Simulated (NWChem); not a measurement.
System: SiNH₂Cl₂F; SMILES [Si](N)(Cl)(F)Cl

```xyz
7

N      1.3777    -0.0644     1.3228
Si     0.3292    -0.0049    -0.0152
F      1.0515    -0.1546    -1.4688
Cl    -1.0024    -1.5660     0.1095
Cl    -0.6117     1.8227    -0.0454
H      1.9416     0.7428     1.5930
H      1.7457    -0.9505     1.6719
```
Atoms are numbered in this order, from 1.

All runs: NWChem. Pople sets run with spherical d functions. STO-3G and 3-21G are far too small for this property and stand as cheap habits. The geometry was optimised at PBE-D3(BJ)/def2-SVP. Field at 589 nm.

```json
[
 {"level": "B3LYP/STO-3G", "isotropic polarisability (bohr³)": "22.4", "anisotropy (bohr³)": "15.5"},
 {"level": "B3LYP/6-31G*", "isotropic polarisability (bohr³)": "…", "anisotropy (bohr³)": "…"},
 {"level": "B3LYP/def2-SVP", "isotropic polarisability (bohr³)": "41.8", "anisotropy (bohr³)": "15.2"},
 {"level": "B3LYP/def2-SVPD", "isotropic polarisability (bohr³)": "61.0", "anisotropy (bohr³)": "14.1"},
 {"level": "B3LYP/aug-cc-pVDZ", "isotropic polarisability (bohr³)": "61.1", "anisotropy (bohr³)": "13.9"}
]
```

Q: What belongs in the gaps?

A: 
- B3LYP/6-31G*, isotropic polarisability (bohr³): 43.7
- B3LYP/6-31G*, anisotropy (bohr³): 16.5
